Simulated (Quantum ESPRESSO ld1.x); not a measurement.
Results of a calculation; reference values are marked as such.
One sound ld1.x (Quantum ESPRESSO 7.5) input for neutral beryllium gives E = -14.5352 hartree in 26 iterations:

```
 &input
    zed=4.0,
    iswitch=1,
    rel=1,
    dft='PBESOL',
    config='[He] 2s2',
    verbosity='high',
    prefix='ld1',
    max_out_wfc=37,
    file_charge='ld1.rho',
 /
```

Changed or added lines, one case at a time, and what came of them:

- config='[He] 2s2 2d1': refused. The program stops in el_config with "main/angular quantum number mismatch": l must be smaller than n.
- rel=3: refused. The program stops in ld1_readin with "wrong rel": rel takes 0, 1 or 2.
- beta=0.95: harmless. The Broyden-type mixing copes: 9 iterations against 26, same energy.
- xmin=-20.0: not converged. The mesh starts very near the nucleus; the cycle ends with warnings and the numbers are not to be used.
- noscf=.true.: ran as typed. With noscf the program prints the levels of a bare nucleus, with no screening and no total energy; they are not those of the atom.
- rmax=5000.0: harmless. The energy moves by less than 1e-5 hartree against the default mesh (-14.5352 hartree).
- rel=2 cau_fact=2.67: crashed. The program stops in dirsol with "no classical turning point found": with c below Z the Dirac equation of a point nucleus has no 1s solution.
